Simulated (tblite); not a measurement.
Compound: C₆H₁₀FPSi.
Geometry (GFN2-xTB, Å), atoms numbered from 1 in this order:
```xyz
19
C6H10FPSi angstrom
C      0.9603    2.9622   -1.2806
C      0.5813    1.8373   -1.1232
C      0.1095    0.4945   -0.9022
C     -1.4081    0.4421   -0.6648
C     -1.7468   -0.8934   -0.0094
C     -0.8516   -1.0702    1.2190
Si     0.8231   -0.3522    0.6688
F      1.2695    0.7846    1.7524
P      2.4714   -1.8246    0.2777
H      1.2944    3.9448   -1.4304
H      0.3568   -0.1062   -1.7847
H     -1.9528    0.5731   -1.6014
H     -1.6886    1.2578    0.0051
H     -1.5499   -1.7003   -0.7191
H     -2.8029   -0.9344    0.2622
H     -1.2440   -0.4859    2.0512
H     -0.8247   -2.1103    1.5358
H      2.7655   -1.9724    1.6221
H      3.4280   -0.8371    0.1138
```

Computed values, GFN2-xTB/tblite, gas phase, harmonic and unscaled. Errors from tens to a few hundred cm⁻¹ against measured bands are possible. Modes of hydrogen on phosphorus can be 10 to 20 % off. One conformer, not necessarily the lowest.

Harmonic wavenumbers (cm⁻¹): 44.9, 65.7, 78.9, 92.9, 121.2, 158.5, 198.2, 220.1, 264.0, 322.8, 382.8, 439.9, 494.4, 509.0, 611.0, 661.3, 670.1, 683.7, 694.2, 730.5, 756.5, 805.8, 885.0, 930.4, 978.0, 1022.3, 1058.7, 1080.8, 1105.1, 1135.2, 1157.1, 1179.2, 1225.4, 1259.3, 1269.7, 1323.5, 1334.2, 1467.9, 1493.0, 1500.8, 2285.7, 2304.9, 2381.9, 2910.1, 2964.2, 2976.4, 2984.9, 2989.8, 2993.1, 3016.6, 3399.1.

A = 1352, B = 977.1, C = 741.2 MHz; mass 160.027 u (most abundant isotopes); point group C1, symmetry number 1.

Q: What is the zero-point energy?

A: Half the sum of the wavenumbers: 30809 cm⁻¹ = 88.09 kcal/mol.

Q: Entropy at 500 K, 1 bar (ideal gas, RRHO, classical rotation)?

A: Translation 43.71, rotation 31.72, vibration 58.88: S = 134.3 cal/(mol K).

Q: And Cp and H(500 K) − H(0)?

A: Cp = 61.13 cal/(mol K), of which vibrations give 53.18 (their classical limit is 51 R = 101.3); H(500 K) − H(0) = 18.53 kcal/mol without the zero-point energy, 14.55 from vibrations.

Q: What must be added to the electronic energy to get the Gibbs energy at 500 K and 1 bar?

A: ZPE + [H(500 K) − H(0)] − T·S = 88.09 + 18.53 − 67.16 = 39.46 kcal/mol.

Q: Which modes carry the vibrational entropy at 500 K?

A: 44.9 cm⁻¹: 6.06; 65.7 cm⁻¹: 5.30; 78.9 cm⁻¹: 4.94; 92.9 cm⁻¹: 4.61; 121.2 cm⁻¹: 4.09; 158.5 cm⁻¹: 3.56 cal/(mol K); the other 45 give 30.32 together.

Q: Blend soft modes into free rotors: weight 1/[1 + (100 cm⁻¹/ν̃)⁴] for the oscillator and the rest for a rotor with moment μB/(μ + B), μ = h/(8π²ν), B = 10⁻⁴⁴ kg m². What vibrational entropy results?

A: 53.73 cal/(mol K) in place of 58.88, which changes −T·S at 500 K by +2.57 kcal/mol.

Q: How do the functions run with temperature in this model?

A: 
| T (K) | S (cal/(mol K)) | Cp (cal/(mol K)) | H − H(0) (kcal/mol) | G − H(0) (kcal/mol) | ln q(vib) |
| --- | --- | --- | --- | --- | --- |
| 100 | 74.2 | 21.8 | 1.48 | -5.94 | 2.37 |
| 200 | 92.6 | 32.4 | 4.19 | -14.32 | 5.74 |
| 300 | 107.8 | 43.2 | 7.97 | -24.35 | 8.93 |
| 800 | 167.0 | 77.6 | 39.56 | -94.01 | 23.30 |
| 1000 | 185.1 | 84.6 | 55.81 | -129.25 | 28.31 |

q(vib) and H(0) count from the zero-point level.

Hindered rotation and anharmonicity are outside this model. Other conformers, if any are populated, would add a mixing term that is left out. The structure is chiral; the term R ln 2 for an equal mix with its mirror image is left out.

Time: 0.82 s. Hardware: one thread of an Arm Neoverse V2, on a shared host. This covers the Hessian and the dipole derivatives.
